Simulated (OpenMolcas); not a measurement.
F III: Slater's ratio, worked from levels

| Property | Result |
| --- | --- |
| Program | OpenMolcas 26.06 |
| Basis | ANO-RCC-VTZP [4s3p2d1f] |
| Scalar Hamiltonian | DKH2, point nucleus |
| Active space | 5 electrons in 4 orbitals (2s 2p) |
| State averaging | 2S+1 = 4 odd, 1 root; 2S+1 = 2 odd, 8 roots kept (CI in the orbitals of an earlier block); 2S+1 = 4 even, 3 roots; 2S+1 = 2 even, 9 roots kept (CI in the orbitals of an earlier block) |
| Spin-orbit coupling | RASSI with atomic mean-field integrals over the reference wave functions, term energies averaged over their components |

Methods: CASSCF; SS-CASPT2, IPEA 0.25 Eh, imaginary shift 0.1 Eh (closed shells correlated: 1s).

**Slater's ratio.** With one set of orbitals, p3 has 2D* - 4S* = 9 F2 and 2P* - 2D* = 6 F2 (F2 = F²/25), a ratio of 2/3. Term energies are centres of gravity, weighted by 2J + 1.

| Source | 2D* - 4S* | 2P* - 4S* | F2 from the first | Ratio |
| --- | --- | --- | --- | --- |
| CASSCF | 37865 | 52467 | 4207 | 0.386 |
| SS-CASPT2 | 35105 | 52447 | 3901 | 0.494 |

Energies in cm-1. A ratio away from 2/3 shows effects beyond one configuration with one set of orbitals, and in heavier atoms second-order spin-orbit shifts. In CASSCF the valence s occupation is 1.94 in 2P* against 2.00 in 2D*: mixing out of s² acts most on 2P* and pulls it down.

CASPT2 does not keep the components of a term degenerate, so their means are used; among the terms shown or strongly mixed into the levels shown the widest spread is 120 cm-1 (2s2 2p3 2D*, SS-CASPT2). Terms from blocks run as CI alone lack orbitals of their own. Only configurations of the active space appear.

* marks odd parity.
